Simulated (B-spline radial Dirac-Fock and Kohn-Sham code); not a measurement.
## Binding energies of As¹²⁺

System: As¹²⁺, [Ar] 3d3; nuclear rms radius 4.0968 fm (A = 75).

The run's input, task.json:

```json
{"items": [{
  "Z": 33,
  "q": 12,
  "cfg": [[1, 0, 2], [2, 0, 2], [2, 1, 6], [3, 0, 2], [3, 1, 6], [3, 2, 3]],
  "A": 75,
  "rrms": 4.0968,
  "do": ["binding"]
}]}
```

Launch: `python xray_run.py task.json out`

Calculated with a radial finite-basis atomic code, using Dirac-Fock ΔSCF + Breit + QED. No correlation. Energies are counted from the vacuum level.

All terms are in eV, carry their sign (relaxation lowers the binding energy) and add up to the binding energy; ⟨r⟩ is the mean radius of the orbital in the initial state.

```
  subshell  −ε (Koopmans)  relaxation   Gaunt  retardation  self-energy  vacuum polarisation  binding energy  ⟨r⟩ (bohr)
    K (1s)        12307.5      -35.20  -18.16         1.26        -8.94                 0.88         12247.4       0.045
   L1 (2s)         1932.0      -11.45   -1.38         0.05        -0.96                 0.09          1918.4       0.201
L2 (2p1/2)         1758.3      -13.37   -2.47         0.26         0.11                -0.01          1742.8       0.174
L3 (2p3/2)         1721.2      -13.05   -1.75         0.28         0.03                -0.01          1706.8       0.177
   M1 (3s)          534.5       -1.61   -0.21         0.01        -0.18                 0.02           532.6       0.551
M2 (3p1/2)          471.0       -1.72   -0.39         0.05         0.02                 0.00           468.9       0.548
M3 (3p3/2)          464.5       -1.66   -0.26         0.05         0.01                 0.00           462.6       0.555
 M4,5 (3d)          373.8       -1.97   -0.04         0.01         0.02                 0.00           371.8       0.524
```

For the deepest level, K (1s), the Breit terms make up -0.138 % of the binding energy, QED -0.066 % and orbital relaxation -0.287 %.

Spin-orbit splittings: 2p 36.02 eV, 3p 6.35 eV.

Going to the tabulated ground configuration of the next ion removes an electron from M4,5 (3d), computed at 371.8 eV. NIST lists 375 ± 3 eV as the ionisation energy of this species (theoretical), +3.20 eV from the computed value. Where a p, d or f shell is open in either ion the computed value averages over both j values and all terms, while the table refers to the lowest levels; that difference holds spin-orbit splitting (largest in heavy or highly charged ions), term energies where several electrons share open shells, and correlation, and it can reach 10 % or more.
